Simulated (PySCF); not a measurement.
**Bond curve of LiSe⁻**

Set-up: Li aug-pcseg-1, Se aug-pcseg-1; no relativity (PySCF 2.14). Energies in eV from Li + Se⁻ in their ground configurations at the same level. All curves are PBE0. state 1: ¹Σ⁺ (singlet), closed shell; state 2: ³Π (triplet), unpaired electrons σ ↑, π ↑, a second solution, started from another occupation; state 3: Ms = 0 determinant of mixed spin (⟨S²⟩ near 1.0), unpaired electrons σ ↓, π ↑, a second solution, started from another occupation; state 4: ³Σ⁺ (triplet), unpaired electrons σ ↑↑, a second solution, started from another occupation.

| R (Å) | state 1 | state 2 | state 3 | state 4 |
| --- | --- | --- | --- | --- |
| 1.886 | -1.661 | -0.461 | -0.447 | -0.1265 |
| 1.974 | -1.945 | -0.875 | -0.863 | -0.4380 |
| 2.061 | -2.105 | -1.160 | -1.149 | -0.6501 |
| 2.127 | -2.163 | -1.308 | -1.298 | -0.7599 |
| 2.193 | -2.179 | -1.413 | -1.403 | -0.8372 |
| 2.259 | -2.163 | -1.482 | -1.473 | -0.8887 |
| 2.346 | -2.102 | -1.532 | -1.523 | -0.9264 |
| 2.456 | -1.981 | -1.543 | -1.534 | -0.9377 |
| 2.588 | -1.795 | -1.507 | -1.498 | -0.9164 |
| 2.763 | -1.515 | -1.408 | -1.398 | -0.8549 |

**Question.** Put a parabola through the three lowest points of the state 1 curve and estimate Re, k and ωe (reduced mass 6.45 u; 1 eV/Å² = 0.16022 mdyn/Å; ωe = 1302.8·√(k/μ) cm⁻¹).

**Answer.** Through R = 2.127, 2.193, 2.259 Å the second-order coefficient is 3.67 eV/Å², so Re ≈ 2.193 Å, k ≈ 1.18 mdyn/Å and ωe ≈ 557 cm⁻¹. A polynomial fit of higher order to the unrounded PBE0 energies gives Re = 2.190 Å, k = 1.22 mdyn/Å, ωe = 566 cm⁻¹; anharmonicity and rounding make the difference.

The higher-order fit for each curve: state 1: Re = 2.190 Å, ωe = 566 cm⁻¹, De = 2.18 eV; state 2: Re = 2.427 Å, ωe = 389 cm⁻¹, minimum 1.54 eV below the ground-state fragments; state 3: Re = 2.427 Å, ωe = 390 cm⁻¹, minimum 1.54 eV below the ground-state fragments; state 4: Re = 2.439 Å, ωe = 316 cm⁻¹, minimum 0.94 eV below the ground-state fragments.

For an ion De counts to the pair picked by the measured ionisation energies or electron affinities, which need not be the lowest pair at this level. Counting both spins, an empty level lies below a filled one in some of these solutions, because spin and occupation are held. The highest Kohn–Sham level is positive in this anion. Much of that is self-interaction error, but it also means that the finite basis helps to hold the extra electron.
